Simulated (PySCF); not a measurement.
Species: C7H16Ge.
Numbering: `[CH3:1][CH2:2][C@@H:3]1[CH2:4][CH2:5][C@@H:6]([GeH3:7])[CH2:8]1` (hydrogens: H9, H10, H11 on C1; H12, H13 on C2; H14 on C3; H15, H16 on C4; H17, H18 on C5; H19 on C6; H20, H21, H22 on Ge7; H23, H24 on C8)

Computed with PySCF, PBE0-D3(BJ)/def2-SVP geometry optimisation, gas phase.

Problem. List the bond lengths, angles and torsions at this level.

Solution. 
```csv
bond,length (pm)
C1–C2,152.1
C2–C3,152.3
C3–C4,154.7
C4–C5,154.3
C5–C6,153.8
C6–Ge7,197.1
C6–C8,153.0
C3–C8,153.2
"C1–H9, C1–H10, C1–H11",110.1
C2–H12,110.4
C2–H13,110.6
C3–H14,110.6
C4–H15,110.0
C4–H16,110.2
C5–H17,110.2
C5–H18,110.3
C6–H19,110.2
"Ge7–H20, Ge7–H21, Ge7–H22",154.3
C8–H23,110.6
C8–H24,110.2
```

Bonds in one row agree within 1 pm and their mean is given. A selection of angles:
```csv
angle,degrees
C1–C2–C3,113.9
C2–C3–C4,114.8
C2–C3–C8,114.1
C4–C3–C8,104.3
C3–C4–C5,106.6
C4–C5–C6,105.5
C5–C6–Ge7,112.1
C5–C6–C8,102.4
Ge7–C6–C8,113.2
C3–C8–C6,104.4
```

Dihedral angles: C1–C2–C3–C4 -64° (synclinal); C2–C3–C4–C5 -139° (anticlinal); C3–C4–C5–C6 -12° (synperiplanar); C4–C5–C6–Ge7 -89° (synclinal); C5–C6–C8–C3 -42° (synclinal); C2–C3–C8–C6 160° (antiperiplanar).

The 7 C–C bonds span 1.521 Å (C1–C2, drawn single) to 1.547 Å (C3–C4, drawn single), a spread of 0.026 Å. The 5-membered ring C3–C4–C5–C6–C8 has internal angles of 102.4° to 106.6° (sum 523°, against 540° for a flat polygon); it is puckered, 0.18 Å rms from its mean plane, widest ring torsion 42°. Of the pairs four or more bonds apart, C4···H11 is among the closest relative to their van der Waals radii: 2.86 Å, 99 % of the sum of Bondi's values. Ge7 (germanium bonded to C and 3 H) is tetrahedral (angles from 107.9° to 111.3°).

Point group: C1 (no symmetry element, even within 0.4 Å). No PBE0-D3(BJ)/def2-SVP frequencies stand behind this structure, so it isn't proved a minimum. The numbers are those of one conformer.
